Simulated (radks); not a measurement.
Problem. These are the eigenvalues of the occupied orbitals of an atom or ion with whole-number occupations (eV). Method: scalar-relativistic Kohn-Sham, LDA (Slater exchange, Perdew-Wang correlation), spin-unpolarised, spherical densities, point nucleus; computed with a radial shooting solver on a logarithmic mesh with Libxc functionals.

| orbital | eigenvalue |
|---|---|
| 1s | -84927.70 |
| 2s | -16542.79 |
| 2p | -14517.87 |
| 3s | -5261.186 |
| 3p | -4674.341 |
| 3d | -4069.259 |
| 4s | -2337.148 |
| 4p | -2122.757 |
| 4d | -1885.858 |

Which element is it, and in what charge state? The configuration may be excited.

Solution. Z = 80, mercury, charge +40: Hg40+ in [Kr] 4d4. The list shows which subshells hold electrons but not how many an open one holds; the 1s level, -3121 hartree, gives Z - s = 79.0 by -(Z - s)^2/2, which with screening and relativity narrows Z to a few neighbours, and the depths of the outer levels then fix element, charge and occupations together.
